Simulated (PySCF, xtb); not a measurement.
disilanylformaldehyde (CH6OSi2), SMILES O=C[SiH2][SiH3]. One conformer was computed; it need not be the lowest.

Harmonic wavenumbers (cm⁻¹) from GFN2-xTB (xtb 6.7.1) at its own minimum, in rising order: 26, 48, 120, 281, 372, 435, 455, 477, 570, 612, 687, 751, 791, 804, 807, 809, 1368, 1729, 2206, 2228, 2242, 2257, 2261, 2661.

Question: What does B3LYP-D3(BJ)/def2-SVP (PySCF) give at its own minimum? (The exact figures need the calculation; the answer reports its results.)

Answer: 34, 92, 125, 289, 368, 419, 484, 550, 638, 709, 763, 859, 904, 926, 942, 948, 1382, 1784, 2202, 2213, 2220, 2228, 2233, 2795. Paired by order, the mean absolute difference is 56 cm⁻¹ and the zero-point energies are 35.7 and 37.3 kcal/mol.
